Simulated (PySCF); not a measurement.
# Electronic structure of Hg⁵⁷⁺ (mercury, charge +57) at the UHF level

Configuration: [Ar] 3d5, high-spin 6S determinant. Computed with PySCF 2.14 in an uncontracted even-tempered set (17 s from 15 bohr⁻², ratio 2.5; 13 p from 19 bohr⁻², ratio 2.5; 7 d from 19 bohr⁻², ratio 2.5; 4 f from 73 bohr⁻², ratio 2.7; 3 g from 110 bohr⁻², ratio 2.7), with scalar relativity by spin-free X2C-1e.

- Total energy: -16559.548167 hartree
- One-electron energy: -18630.4802 hartree
- Hartree (Coulomb) energy: 2305.9996 hartree
- Exchange energy: -235.0675 hartree
- ⟨S²⟩: 8.7501
- ⟨L²⟩: 0.000
- Sum of ⟨r⟩: 2.687 bohr
- Sum of ⟨r²⟩: 0.4514 bohr²

| shell | electrons | mean orbital energy (eV) | rms radius, mean of both spins (bohr) |
| --- | --- | --- | --- |
| 1s α | 1 | -87420.1 | 0.0187 |
| 1s β | 1 | -87419.1 | 0.0187 |
| 2s α | 1 | -18741.8 | 0.0751 |
| 2s β | 1 | -18691.9 | 0.0751 |
| 2p α | 3 | -16751.3 | 0.0688 |
| 2p β | 3 | -16699.5 | 0.0688 |
| 3s α | 1 | -7023.9 | 0.185 |
| 3s β | 1 | -6964.4 | 0.185 |
| 3p α | 3 | -6431.3 | 0.185 |
| 3p β | 3 | -6358.8 | 0.185 |
| 3d α | 5 | -5854.3 | 0.165 |

Spin-orbit coupling, which splits the p, d and f shells strongly at this Z, is absent. Spin-orbit coupling is strong in this species (close to jj coupling), so the high-spin LS determinant is a model state, not a physical level.

Densities and radii are taken from the X2C orbitals without a picture-change correction, which distorts them close to the nucleus.

Spin-orbit constants ζ (cm⁻¹) from the X2C one-electron operator on these orbitals: bare nucleus, nucleus screened by l(l+1)(2l+1)/3 electrons, and screened by the Breit-Pauli mean field of the electrons.

```tsv
shell	bare	screened nucleus	mean field
2p	9751000	9507000	9426000
3p	2438000	2377000	2359000
3d	386100	337800	334200
```
